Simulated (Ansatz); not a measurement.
CH5MoNOS2 (`C[O][Mo]([NH2])(=[S])=[S]`) at its PBE0-D4/def2-TZVP geometry, where that method's forces vanish. The species carries charge 0 and has multiplicity 1. Mo: def2 effective core potential.

```xyz
11

C     0.5052   -1.1861   -1.5466
O     0.0343    0.0731   -1.1372
Mo    0.1342    1.0062    0.4535
N    -1.2200    0.4108    1.6633
S    -0.1525    3.0589    0.0762
S     2.0034    0.6140    1.3397
H     0.4671   -1.2306   -2.6377
H    -0.1265   -1.9806   -1.1373
H     1.5357   -1.3399   -1.2113
H    -1.0672   -0.2933    2.3695
H    -2.1138    0.8675    1.7678
```

What forces (eV/Å) does B3LYP-D4/def2-TZVPP give on these atoms in Ansatz 0.2.0? (Best estimate.)

Computed: 
```
C1   0.111 -0.329 -0.161
O2  -0.099  0.046 -0.236
Mo3 -0.049  0.021 -0.003
N4  -0.266 -0.112  0.247
S5  -0.074  0.484 -0.097
S6   0.446 -0.101  0.206
H7   0.007 -0.014  0.053
H8   0.036  0.034 -0.022
H9  -0.060  0.001 -0.023
H10 -0.041  0.002  0.011
H11 -0.012 -0.031  0.026
```

B3LYP here is the variant with VWN-RPA as its local correlation; programs differ in this.
